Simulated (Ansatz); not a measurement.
Species: BSiH4F, charge 0, singlet. BSiH4F (SMILES FB[SiH3]).
B3LYP-D3(BJ)/def2-TZVP minimum from Ansatz (a program for electronic structure):
```xyz
7

B     -0.3064    -0.8247     0.3862
F      0.7895    -1.3444     0.9228
H     -1.3096    -1.4685     0.5138
Si    -0.2472     0.9612    -0.5876
H     -1.1878     1.9010     0.0755
H     -0.7195     0.7634    -1.9825
H      1.1041     1.5699    -0.6166
```

Quantity: atomisation energy (electronic, to ground-state atoms), in kcal/mol. Open shells are spin-unrestricted; no spin-orbit coupling. CBS(X,Y): correlation extrapolated as X^-3, Hartree-Fock from the larger set. A bracket is a step between two methods taken in the basis named. The functionals are non-relativistic, so their misses hold any scalar relativity. Double hybrids freeze cores in their MP2 part. 'core' is core correlation in cc-pwCVTZ (1s frozen past Ne), 'X2C' scalar relativity in cc-pVTZ-DK, both at CCSD(T). For partners of very few electrons the exact lower level stands in for a higher one.

CCSD(T)/CBS(cc-pV(T+d)Z,cc-pV(Q+d)Z) + [CCSDT(Q) - CCSD(T)]/cc-pV(D+d)Z + core + X2C (Ansatz) gives 548.4 kcal/mol.

What does PBE/def2-TZVPD (Ansatz) give here, and how do the other levels compare?

PBE gives 546.7 kcal/mol, 1.7 kcal/mol below it. Differences of the others: r2SCAN/def2-TZVPD (Ansatz) 0.7; B3LYP/def2-TZVPD (Ansatz) -2.8; PBE0/def2-TZVPD (Ansatz) -6.7; B2PLYP/def2-TZVPD (Ansatz) -6.5; CCSD(T)/CBS(cc-pV(T+d)Z,cc-pV(Q+d)Z) + core + X2C (Ansatz) -0.4 kcal/mol. Nearer than PBE: r2SCAN/def2-TZVPD, CCSD(T)/CBS(cc-pV(T+d)Z,cc-pV(Q+d)Z) + core + X2C.
